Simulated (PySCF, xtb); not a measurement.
C4H4F2, SMILES C(F)(F)C=C=C.

xtb 6.7.1 with GFN2-xTB at its own geometry gives an orbital gap of 5.39 eV and a dipole moment of 3.67 D.

Geometry optimised at r2SCAN-D4/def2-SVP. One conformer was computed; it need not be the lowest.

### Question
What does PySCF with PBE/def2-TZVP give? (Estimate from the structure and the level; the computed values follow.)

### Answer
gap 5.60 eV (levels -7.02 and -1.42 eV), dipole 2.39 D.
